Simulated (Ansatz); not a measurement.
`C[Si@H](O)N[Si@@H](O)F` → `C[SiH]([NH])O`• + `O[SiH]F`•  (homolysis of the N–Si bond)

Program: Ansatz. Geometries: PBE0-D4/def2-TZVP. ΔE: electronic, gas phase. CBS: MP2 limit from def2 TZ/QZ plus the TZ coupled-cluster correction, frozen cores. DFT in def2-TZVPP. No spin–orbit coupling; open shells (•) take unrestricted orbitals. Each species was taken in one conformer, which may not be the lowest.

CCSD(T)/CBS gives +128.8 kcal/mol.

(1) Another level gave +123.9 kcal/mol. Which?
A. CCSD/def2-TZVPP
B. PBE-D4/def2-TZVPP
C. SCS-MP2/def2-TZVPP
D. PBE0-D4/def2-TZVPP

Largest T1 diagnostic among the species: 0.014.

Results:

(1) A. CCSD/def2-TZVPP 123.9, PBE0-D4 122.2, PBE-D4 119.5, SCS-MP2/def2-TZVPP 129.4 kcal/mol.

In def2-TZVPP, CCSD(T) changes the Hartree–Fock value by +28.4 kcal/mol (the triples alone add +2.1 kcal/mol) and MP2 by +34.6 kcal/mol; breaking electron pairs costs correlation energy, which Hartree–Fock lacks. From PBE to PBE0 (25 % exact exchange), in def2-TZVPP and without D4, ΔE moves by +3.1 kcal/mol.
